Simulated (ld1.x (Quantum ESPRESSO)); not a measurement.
**Mo, PAW: configuration errors across variants**

Mo (Z = 42), PAW, made with ld1.x (Quantum ESPRESSO) 7.5 (PBEsol, scalar-relativistic). Core [Kr], reference 4d5 5s0.5 5p0 (charge +0.5). Waves: 5s (bound): rcut 2.45, rcutus 3.20 bohr; 5s channel at 0.4 Ry: rcut 2.45, rcutus 3.20 bohr; 5p (bound, empty): rcut 2.80, rcutus 2.95 bohr; 5p channel at 3.2 Ry: rcut 2.80, rcutus 2.95 bohr; 4d (bound): rcut 1.45, rcutus 1.70 bohr; 4d channel at 1.35 Ry: rcut 1.45, rcutus 1.70 bohr. Local part: all-electron potential smoothed inside 1.55 bohr (lloc = -1). Core correction: a·sin(br)/r model core, default radius (ld1.x builds one for every PAW set, though the input has nlcc=.false.). Augmentation charge: PSQ, radius 1.45 bohr.

All-electron excitation energies from the reference (eV): (1) 4d5 5s1 5p0 -2.741; (2) 4d5 5s0 5p0 4.163; (3) 4d4 5s0 5p0 19.618; (4) 4d6 5s0 5p0 -1.968; (5) 4d4 5s1 5p1 1.020; (6) 4d4 5s2 5p0 -2.564; (7) 4d2 5s0 5p0 85.817.

The default core radius of the base comes out at 1.42 bohr.

The overlap operator is not positive definite (basis up to 400 Ry) in “waves 5p (bound): rcut 2.00, rcutus 2.12 bohr; 5p channel at 3.2 Ry: rcut 2.00, rcutus 2.12 bohr”. Such files are unfit for use, however small their errors in these radial tests.

Tests that are not counted but printed errors over 1 eV. “waves 5p (bound): rcut 2.00, rcutus 2.12 bohr; 5p channel at 3.2 Ry: rcut 2.00, rcutus 2.12 bohr”: 4d4 5s1 5p1 (solver errors, printed error -2.3 eV).

3 further variants failed, have other tests or another functional or relativity, and are left out.

A true bound ghost makes a file unfit for plane-wave use even where its test errors are small: the radial tests pick states by their node count and pass the ghost by. Where a test does run into it, the solver fails or the error is huge.

Errors AE − PS in meV (a dash: test not solved or not reliable):

| change | (1) | (2) | (3) | (4) | (5) | (6) | (7) | bound ghosts |
| --- | --- | --- | --- | --- | --- | --- | --- | --- |
| base | +0.6 | +2.9 | -51 | -17 | -48 | -44 | -1769 | s |
| waves 5p (bound): rcut 2.00, rcutus 2.12 bohr; 5p channel at 3.2 Ry: rcut 2.00, rcutus 2.12 bohr | +0.6 | +2.9 | -51 | -17 | – | -44 | -1769 | s (p not tested, overlap not positive) |
| local potential all-electron potential smoothed inside 2.48 bohr (lloc = -1) | +0.5 | +1.5 | -62 | -18 | -43 | -32 | -1641 | none |
| core correction a·sin(br)/r model core inside 1.68 bohr | -0.1 | -1.5 | -78 | -17 | -48 | -44 | – | s |

Task: Give the same row for: augmentation PSQ, radius 1.60 bohr.

Result: +0.6, +3.0, -49, -17, –, -44, -1576; bound ghosts: s. Not counted: 4d4 5s1 5p1 (solver errors, printed error -2.5 eV).
